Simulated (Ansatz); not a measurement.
Mulliken charges of `F[B@H-]1[SH+][B@@H-](F)[SH+]1` from ωB97M-V/def2-TZVPP in Ansatz (PBE0-D4/def2-TZVP geometry).

```tsv
atom	x (Å)	y (Å)	z (Å)	charge (e)
F1	-0.866	1.345	-1.978	-0.257
B2	-0.735	0.388	-1.035	0.054
S3	1.126	-0.365	-1.011	0.005
B4	0.908	-0.154	0.973	0.054
F5	2.007	0.397	1.532	-0.257
S6	-0.574	1.188	0.799	0.005
H7	-1.527	-0.510	-1.008	0.061
H8	0.820	-1.666	-1.113	0.137
H9	0.471	-1.170	1.434	0.061
H10	-1.548	0.496	1.409	0.137
```

Task: By hand: the dipole of these point charges (1 e Å = 4.8032 D).

Result: Σ q r = (-0.445, -0.694, 0.177) e Å, of length 0.843 e Å = 4.05 D.

Task: How does the dipole of the full density compare? (Estimate.)

Result: Computed: (-0.256, -0.399, 0.102) e Å, 2.33 D; the point charges give 1.74 times that, at 0° from its direction.

Point charges leave out the atoms' own dipoles, such as those of lone pairs, and Mulliken's split depends on the basis, so the two needn't agree.
